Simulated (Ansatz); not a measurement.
The same group exchange along the group O, S, Se.

Program: Ansatz. Geometries: PBE0-D4/def2-TZVP. ΔE: electronic, gas phase. CCSD(T)/CBS adds triple-zeta CCSD(T) − MP2 to the extrapolated MP2 energy (def2 sets, frozen cores). This one scheme is used for every species. Functionals use def2-TZVPP. Elements past krypton have def2 core potentials. For In, Se outer-core shells are correlated without core-valence functions, which leaves a few kJ/mol of doubt a bond. Scalar relativity is left out up to krypton. Each species was taken in one conformer, which may not be the lowest.

| reaction | CCSD(T)/CBS(def2) (kJ/mol) |
| --- | --- |
| `[CH3][In]([CH3])[OH]` + `C#C` → `C#[C][In]([CH3])[CH3]` + H₂O | ? |
| `[CH3][In]([CH3])[SH]` + `C#C` → `C#[C][In]([CH3])[CH3]` + H₂S | 70 |
| `[CH3][In]([CH3])[SeH]` + `C#C` → `C#[C][In]([CH3])[CH3]` + H₂Se | 92 |

Problem. Fill in the missing values. (An estimate is asked.)

Solution. The calculation gave: `[CH3][In]([CH3])[OH]` + `C#C` → `C#[C][In]([CH3])[CH3]` + H₂O: +8.7 kJ/mol.

Largest T1 diagnostic: 0.014, for `[CH3][In]([CH3])[OH]`.
